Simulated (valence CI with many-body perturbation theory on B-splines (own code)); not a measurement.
## Ta XLIII: magnetic and hyperfine properties of the levels

Calculated by configuration interaction combined with many-body perturbation theory (CI+MBPT): three valence electrons over a frozen Dirac-Fock core [Ar] 3d10, radial functions for each j: 11 s, 11 p, 10 d, 8 f, 5 g, 2 h, with the one-electron correlation potential Σ1 (screened to all orders), the two-electron term Σ2, the three-electron term Σ3, Breit, model QED; selected single and double excitations, second order for the rest, scaled by the run's own slope (own B-spline code, finite nucleus).

The last digits are not significant, and no measured levels were compared; by estimate large intervals hold to a few tenths of a per cent, small ones and those within an open d or f shell to about a per cent.

A/g_I is the dipole constant over the nuclear g factor μ/I (μ in nuclear magnetons, uniformly magnetised nucleus), B/Q the quadrupole constant per barn. Both hold the static response of the core; the bare values leave it out. Large factors of s and p1/2 electrons are usually good to 5 to 10 %; those of open d and f shells near neutrality can be off by tens of per cent, and small factors of p3/2, d and f electrons come from cancelling terms and can be off by a factor of two or in sign, in half-filled shells by more. B is blank for J = 1/2, where it vanishes, and for nearly pure S terms. Energies count from the lowest level.

Levels are named by their leading jj configuration (3d3/2^4 stands for four electrons in 3d with j = 3/2), which in mixed levels can hold well under half, so a name can repeat and another be missing. Letters in brackets count levels of one name in rising energy.

```tsv
Level	E (Ry)	g	A/g_I (MHz)	A/g_I bare	B/Q (MHz/b)	B/Q bare
(4s^2 4p1/2) J=1/2	0.000	0.659	478000	463000		
(4s^2 4p3/2) J=3/2	6.710	1.329	56700	54500	112000	109000
(4s 4p1/2^2) J=1/2	6.924	2.201	1440000	1400000		
(4s 4p1/2 4p3/2) J=3/2 [a]	12.695	1.659	348000	337000	91200	88200
(4s 4p1/2 4p3/2) J=5/2	13.296	1.361	421000	407000	76500	74000
(4s 4p1/2 4p3/2) J=3/2 [b]	14.151	0.974	8100	7870	75400	73000
(4s 4p1/2 4p3/2) J=1/2	14.339	1.230	-499000	-482000		
(4s^2 4d3/2) J=3/2	18.249	0.825	17600	17900	12400	12400
(4s^2 4d5/2) J=5/2	19.127	1.323	162000	157000	7300	7270
(4s 4p3/2^2) J=5/2	20.322	1.304	200000	194000	52400	51000
(4s 4p3/2^2) J=1/2	21.048	1.891	1480000	1440000		
(4p1/2^2 4p3/2) J=3/2	21.108	1.326	51100	50000	105000	101000
(4s 4p3/2^2) J=3/2	21.319	1.191	-219000	-212000	-24500	-23800
(4s 4p1/2 4d3/2) J=3/2 [a]	23.711	0.499	-134000	-129000	23700	23200
(4s 4p1/2 4d3/2) J=5/2	24.203	1.043	382000	370000	2290	2600
(4s 4p1/2 4d3/2) J=1/2	25.153	0.389	-596000	-575000		
(4s 4p1/2 4d3/2) J=3/2 [b]	25.219	1.307	367000	356000	14900	14500
(4s 4p1/2 4d5/2) J=5/2 [a]	25.694	1.343	129000	126000	16700	16500
(4s 4p1/2 4d5/2) J=7/2	26.064	1.249	281000	272000	-11.9	377
(4s 4p1/2 4d5/2) J=3/2	26.358	1.225	-248000	-239000	-9080	-8600
(4s 4p1/2 4d5/2) J=5/2 [b]	26.399	1.110	49600	48700	15000	14800
(4p1/2 4p3/2^2) J=5/2	27.900	1.118	118000	114000	32900	32000
(4p1/2 4p3/2^2) J=3/2	27.993	1.283	-76800	-73600	29300	28500
(4p1/2 4p3/2^2) J=1/2	28.230	0.660	467000	451000		
(4s 4p3/2 4d3/2) J=5/2 [a]	30.976	1.163	134000	130000	53600	51700
(4s 4p3/2 4d3/2) J=3/2 [a]	31.030	1.333	226000	219000	-6970	-6970
(4s 4p3/2 4d3/2) J=1/2 [a]	31.034	2.316	763000	738000		
(4s 4p3/2 4d3/2) J=7/2	31.121	1.241	193000	187000	98400	95300
(4s^2 4f5/2) J=5/2	31.257	0.970	79000	76900	2520	2170
(4s 4p3/2 4d5/2) J=9/2	31.680	1.329	191000	185000	137000	133000
(4p1/2^2 4d3/2) J=3/2	31.870	0.768	28400	27600	19400	19200
(4s^2 4f7/2) J=7/2	31.911	1.211	68400	66800	-3360	-3760
(4s 4p3/2 4d3/2) J=3/2 [b]	31.999	0.992	-4870	-4150	-62200	-60100
(4s 4p3/2 4d5/2) J=5/2 [a]	32.516	1.348	293000	284000	-60600	-58600
(4s 4p3/2 4d3/2) J=1/2 [b]	32.664	0.588	179000	174000		
(4s 4p3/2 4d5/2) J=3/2 [a]	32.718	1.199	-82900	-79300	-66200	-64000
(4s 4p3/2 4d5/2) J=7/2 [a]	33.034	1.177	25900	25500	120000	116000
(4s 4p3/2 4d3/2) J=5/2 [b]	33.113	0.955	-56900	-54500	53500	51900
(4p1/2^2 4d5/2) J=5/2	33.686	1.192	4050	5260	16000	15800
(4s 4p3/2 4d5/2) J=1/2	33.866	0.689	-417000	-402000
```

(1) Take the isotope of mass number 181, with I = 7/2, μ = 2.365 μN and Q = 3.17 b. What is the hyperfine structure of (4s^2 4p1/2) J=1/2?

Results:

(1) From the table A = 323000 MHz. Shifts from the centre of gravity in MHz: F = 3: -727000, F = 4: 565000.
